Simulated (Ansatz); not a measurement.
Frontier orbitals of CH4BF2Ga, SMILES `FB[CH2][GaH][F]`.

Charge 0, multiplicity 1. Correlated methods include outer-core shells of Ga, which these sets cover unevenly. Scalar relativity is left out up to krypton. Geometry: relaxed with PBE0-D4/def2-TZVP. It is one conformer, not always the lowest. Basis def2-TZVPP, the Gaussian-basis code of Ansatz.

Orbital energies of one run (eV). Highest occupied ones, from the top: -7.64, -8.28, -9.30, -9.35, -9.47, -10.43, -11.16, -11.44, -11.95, -12.15, -13.92, -18.46, -20.94, -21.06. Empty: -2.24, -1.01, -0.16, 0.67, 1.71, 2.13.

Which functional gave them?
A. BHLYP
B. PBE0
C. r2SCAN
D. r2SCANh

C. HOMO energies: r2SCAN -7.64, PBE0 -8.68, BHLYP -9.88, r2SCANh -8.14 eV.
